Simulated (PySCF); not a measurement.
MnCl2: breathing scan

All numbers come from PySCF, UB3LYP, basis Mn def2-SVP, Cl def2-SVP (no relativity, density fitting).

Rigid scan from the sextet minimum (Mn–Cl 2.191 Å (×2); Cl–Mn–Cl 180.0°). Coordinate: all bonds to the central atom scaled together. Energies in kJ/mol from the minimum.

(1) Predict the curve at 0.88, 0.92, 0.96, 1.00, 1.04, 1.08, 1.14, 1.22, 1.35.

Results:

(1) 
```csv
scale of all bonds to the centre,E (kJ/mol),⟨S²⟩
0.88,140.0,8.76
0.92,54.3,8.76
0.96,11.9,8.76
1.00,0.0,8.76
1.04,9.4,8.76
1.08,33.6,8.76
1.14,87.8,8.77
1.22,177.3,8.77
1.35,330.1,8.80
```

With open d or f shells other occupations or spin states may lie lower.

Other isomers or separated fragments may lie lower.
